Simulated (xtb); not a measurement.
FH2MoNO2, SMILES [NH]=[Mo](=[O])([OH])[F], multiplicity 1. All values are semi-empirical tight-binding results from xtb (GFN2-xTB unless named), good for trends rather than for accurate numbers. Coordinates come from a GFN2-xTB optimisation. The multiplicity is an assumed one; no other spin state was optimised. The structure was generated by enumeration; whether it is a known compound was not checked. One conformer was computed; it need not be the lowest.

Optimised geometry:

Bonds (Å): Mo1–O2 1.643, Mo1–N3 1.729, Mo1–F5 1.806, Mo1–O6 1.760, N3–H4 1.010, O6–H7 0.963. Angles (°): O2–Mo1–N3 110.7, O2–Mo1–F5 107.7, O2–Mo1–O6 111.6, N3–Mo1–F5 105.1, N3–Mo1–O6 109.9, F5–Mo1–O6 111.7, Mo1–N3–H4 166.4, Mo1–O6–H7 170.3.

For metal compounds this method's bond lengths and energies can be far off.

Estimate the properties. (The exact figures need the calculation; the answer reports its results.)


```json
{
  "orbital_gap": "3.46 eV",
  "zero_point_energy": "18.9 kcal/mol",
  "G − E(el) at 298.15 K (modified RRHO)": "-0.5 kcal/mol"
}
```

Give the atomic charges and the Wiberg bond orders between heavy atoms. (The exact figures need the calculation; the answer reports its results.)

charges (e) Mo1 1.08, O2 -0.48, N3 -0.46, H4 0.22, F5 -0.29, O6 -0.44, H7 0.36. Bond orders Mo1–O2 2.13, Mo1–N3 2.22, Mo1–F5 1.07, Mo1–O6 1.34.
